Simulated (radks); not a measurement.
Species: the tin ion Sn+. Configuration: [Kr] 4d10 5s1.5 5p1.5 (fractional occupations, a model configuration). Method: non-relativistic Kohn-Sham, LDA (Slater exchange, Perdew-Wang correlation), spin-polarised, spherical densities, point nucleus; open shells are filled with parallel spins first (spin-orbit coupling, left out, can overturn this in heavy ions); relativity is left out, which matters for an element this heavy; computed with a radial shooting solver on a logarithmic mesh with Libxc functionals.

Local quantities along the radius. ELF = 1/(1 + alpha^2) is the electron localisation function; alpha = (tau - tau_W)/tau_unif compares the Pauli kinetic energy density with that of the uniform gas (summed over spins).

r (bohr)    ELF    alpha
0.001798  1.000  0.02153
0.002398  0.999  0.02334
0.003224  0.999  0.02609
0.0043    0.999  0.03017
0.005735  0.999  0.03664
0.00771   0.998  0.04792
0.01028   0.995  0.06796
0.01372   0.988   0.1079
0.01844   0.961   0.2005
0.02459   0.849   0.4217
0.03307   0.533   0.9365
0.0441    0.318    1.466
0.05882   0.430    1.153
0.07909   0.692   0.6669
0.1055    0.727   0.6125
0.1407    0.462    1.079
0.1891    0.350    1.363
0.2523    0.657   0.7222
0.3392    0.753   0.5726
0.4524    0.346    1.375
0.6034    0.276    1.620
0.8112    0.751   0.5759
1.082     0.707   0.6445
1.455     0.378    1.282
1.94      0.253    1.718
2.588     0.528   0.9454
3.479     0.632   0.7631
4.64      0.305    1.508
6.189     0.031    5.620
8.321     0.001    41.87

On this mesh the ELF has minima near r = 0.044, 0.16, 0.52, 1.9 bohr, which separate the shells, and maxima near 0.091 (0.74), 0.34 (0.75), 0.94 (0.77), 3.0 (0.64).
